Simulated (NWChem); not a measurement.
Species: CH$_{2}$ClF$_{3}$Si; SMILES FC(F)[Si@H](F)Cl

```xyz
8

F     -0.1615     2.2957    -0.5915
C      0.5825     1.2051    -0.2684
F      1.0496     1.3596     0.9915
Si    -0.5380    -0.3399    -0.3787
F     -1.6486    -0.2492     0.7870
Cl     0.6265    -1.9923    -0.0663
H      1.4499     1.1680    -0.9555
H     -1.2204    -0.4260    -1.6887
```
Atoms are numbered in this order, from 1.

Computed with NWChem. Coordinates come from a PBE0/def2-SVP optimisation. Total energies compare along this basis series because the functional is fixed.

```json
[
 {"level": "Hartree-Fock/pcseg-1", "basis functions": "102", "energy (Ha)": "-1085.7244", "highest occupied level (eV)": "-12.92", "orbital gap (eV)": "15.99", "dipole (D)": "2.97"},
 {"level": "Hartree-Fock/aug-pcseg-1", "basis functions": "164", "energy (Ha)": "-1085.7548", "highest occupied level (eV)": "-12.78", "orbital gap (eV)": "13.58", "dipole (D)": "2.59"},
 {"level": "Hartree-Fock/pcseg-2", "basis functions": "216", "energy (Ha)": "-1086.0476", "highest occupied level (eV)": "-12.80", "orbital gap (eV)": "15.53", "dipole (D)": "2.69"},
 {"level": "Hartree-Fock/STO-3G", "basis functions": "40", "energy (Ha)": "-1072.9400", "highest occupied level (eV)": "?", "orbital gap (eV)": "?", "dipole (D)": "?"},
 {"level": "Hartree-Fock/def2-SVP", "basis functions": "102", "energy (Ha)": "-1085.3712", "highest occupied level (eV)": "-12.74", "orbital gap (eV)": "16.57", "dipole (D)": "2.78"}
]
```

### Question
Some entries are withheld; supply them.

### Answer

- Hartree-Fock/STO-3G, highest occupied level (eV): -9.53
- Hartree-Fock/STO-3G, orbital gap (eV): 18.37
- Hartree-Fock/STO-3G, dipole (D): 2.28
